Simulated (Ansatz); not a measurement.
Cost and result for the atomization energy of C4H6BF (`C/C=C1\CB1F`) (12 atoms, 12 bonds).

Cartesian coordinates in Å:
```
C -1.0588 -0.0637 -1.5182
C -0.9633 -0.4652 -0.0911
C 0.0578 -0.1949 0.7129
C 1.4169 0.5281 0.6306
B 0.9121 -0.1375 1.9162
F 1.1358 -0.4216 3.1767
H -1.1725 -0.9437 -2.1603
H -0.1761 0.4919 -1.8358
H -1.9461 0.5557 -1.6870
H -1.8043 -1.0256 0.3158
H 1.4017 1.6134 0.5155
H 2.1966 0.0629 0.0247
```

The species carries charge 0 and has multiplicity 1. The structure was optimised at the PBE0-D4/def2-TZVP level. Program: Ansatz. All runs use 4 threads of an Arm Neoverse V1 on a shared host. Times are those of one run each, without the atoms' runs, and a repeat can differ threefold. Electronic energies, without spin–orbit coupling; frozen cores. CCSD(T)/CBS adds CCSD(T) − MP2 in def2-TZVPP to the MP2 limit, and its time is that of the two runs behind it. T1 = 0.012; the RHF reference is unstable towards UHF. B3LYP takes the VWN-RPA correlation (the form of Gaussian; ORCA's B3LYP/G).

CCSD(T)/CBS is a level of theory with its own doubt, some kJ/mol a heavy atom from the limit and from the frozen cores, so smaller differences don't rank the functionals.

```tsv
level	functions	wall time
PBE-D4/def2-TZVPP (with forces)	270	2.7 s
PBE0-D4/def2-TZVPP	270	3 s
B3LYP-D4/def2-TZVPP (with forces)	270	4.8 s
r2SCAN-D4/def2-TZVPP (with forces)	270	5.5 s
B2PLYP/def2-TZVPP	270	7 s
ωB97X-V/def2-TZVPP	270	8 s
ωB97M-V/def2-TZVPP (with forces)	270	12 s
MP2/def2-QZVPP	522	31 s
CCSD(T)/def2-TZVPP	270	4.2 min
CCSD(T)/CBS(def2)	–	4.7 min
```

**Question.** What atomization energy does each give, and how far from CCSD(T)/CBS? (Best estimate.)

**Answer.** The calculation gave: 
```csv
level,atomization (kcal/mol),difference from CCSD(T)/CBS,per bond
PBE-D4/def2-TZVPP (with forces),1266.4,46.0,3.8
PBE0-D4/def2-TZVPP,1242.4,22.0,1.8
B3LYP-D4/def2-TZVPP (with forces),1228.6,8.2,0.7
r2SCAN-D4/def2-TZVPP (with forces),1236.6,16.2,1.3
B2PLYP/def2-TZVPP,1217.5,-2.9,-0.2
ωB97X-V/def2-TZVPP,1226.1,5.7,0.5
ωB97M-V/def2-TZVPP (with forces),1230.4,10.0,0.8
MP2/def2-QZVPP,1239.0,18.6,1.5
CCSD(T)/def2-TZVPP,1193.0,-27.4,-2.3
CCSD(T)/CBS(def2),1220.4,0.0,0.0
```

From PBE to PBE0 (25 % exact exchange), in def2-TZVPP and without D4, the atomization energy moves by −23.2 kcal/mol: exact exchange takes away binding that semilocal exchange gives to molecules. In def2-TZVPP, CCSD(T) changes the Hartree–Fock value by +275.8 kcal/mol (the triples alone add +19.3 kcal/mol) and MP2 by +305.6 kcal/mol; breaking electron pairs costs correlation energy, which Hartree–Fock lacks. The D4 term adds +8.1 kcal/mol with B3LYP and +4.3 kcal/mol with PBE0; it sums over pairs of atoms, weighted by their polarisabilities, and B3LYP, whose exchange is more repulsive, gets the larger term.
